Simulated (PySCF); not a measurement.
C₂H₃Cl₂FSi, SMILES F/C(=C/Cl)[SiH2]Cl. The structure is a stationary point at B3LYP-D3(BJ)/def2-SVP. The structure was generated by enumeration; whether it is a known compound was not checked. The values are those of a single conformer.

Computed equilibrium geometry at B3LYP-D3(BJ)/def2-SVP (PySCF confirms it by a frequency run) as a Z-matrix (one conformer of several):
```
C
C 1 1.3396
F 1 1.3527 2 117.42
H 2 1.0929 1 122.43 3 0.53
Cl 2 1.7317 4 115.51 1 179.39
Si 1 1.8896 2 127.35 4 180.00
H 6 1.4810 1 110.47 2 41.42
H 6 1.4827 7 111.89 1 -119.07
Cl 6 2.0765 7 108.70 8 -120.35
```
